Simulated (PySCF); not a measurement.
## Working out the ionisation energy of Zn⁺

Zn⁺ [Ar] 3d10 4s1 (2S) → Zn²⁺ [Ar] 3d10 (1S). All numbers are calculated (PySCF 2.14, scalar relativity by spin-free X2C-1e, in aug-cc-pVDZ-DK (7s6p4d2f, 59 functions)). Frozen: [Ar]. Energies in hartree (1 hartree = 27.21139 eV):

```json
{"part": "UHF", "Zn⁺ (lower)": "-1793.980412", "Zn²⁺ (upper)": "-1793.361042"}
{"part": "MP2 opposite-spin", "Zn⁺ (lower)": "-0.259297", "Zn²⁺ (upper)": "-0.238239"}
{"part": "MP2 same-spin", "Zn⁺ (lower)": "-0.158687", "Zn²⁺ (upper)": "-0.144087"}
```

Task: What does Hartree-Fock give?

Result: (-1793.361042) − (-1793.980412) = 0.619370 hartree = 16.854 eV.

Task: What do MP2 and SCS-MP2 (6/5 opposite-spin, 1/3 same-spin) give?

Result: The opposite-spin parts differ by 0.573 eV and the same-spin parts by 0.397 eV. MP2: 16.854 + (0.573) + (0.397) = 17.824 eV. SCS-MP2: 16.854 + 1.2 × (0.573) + (0.397)/3 = 17.674 eV.

Measured between the centres of the two terms (NIST): 17.964 eV, so MP2 (valence) is off by -0.140 eV.

A double-zeta basis recovers only part of the correlation energy.

What remains against the reference includes basis incompleteness, the frozen core and correlation beyond second order.
